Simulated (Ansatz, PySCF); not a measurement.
Process, species as SMILES: Cl[CH]C(Cl)(Cl)Cl → Cl[C](Cl)C(Cl)Cl
Geometries: B3LYP-D3(BJ)/def2-TZVP minima from Ansatz (a first-principles code), one conformer each, not searched for the lowest.

Wanted: isomerisation energy (electronic energy difference), in kcal/mol. Valence correlation only, unless marked. UHF or UKS for open shells. Spin-orbit coupling is left out. No relativistic terms. CBS marks a two-point X^-3 extrapolation of the correlation energy; Hartree-Fock from the larger set. [CCSD(T)-MP2]/basis is that difference in the basis named.

```csv
level,program,isomerisation energy (kcal/mol)
revPBE-D4/def2-TZVPD,Ansatz + dftd4,-6.8
M06-2X/def2-TZVPD,PySCF,?
B2PLYP-D3(BJ)/def2-TZVPD,Ansatz + dftd3,-6.8
RPA@PBE/cc-pV(T+d)Z,Ansatz,-6.2
RPA@PBE/cc-pV(Q+d)Z,Ansatz,-6.2
SCS-MP2/cc-pV(T+d)Z,Ansatz,-5.7
CCSD/6-31G*,Ansatz,-6.8
CCSD/cc-pV(D+d)Z,Ansatz,?
"RI-MP2/CBS(cc-pV(T+d)Z,cc-pV(Q+d)Z)+[CCSD(T)-MP2]/cc-pV(T+d)Z",Ansatz,-6.2
```

Problem. Fill in the missing entries.

Solution. 
- M06-2X/def2-TZVPD, isomerisation energy (kcal/mol): -6.9
- CCSD/cc-pV(D+d)Z, isomerisation energy (kcal/mol): -6.1
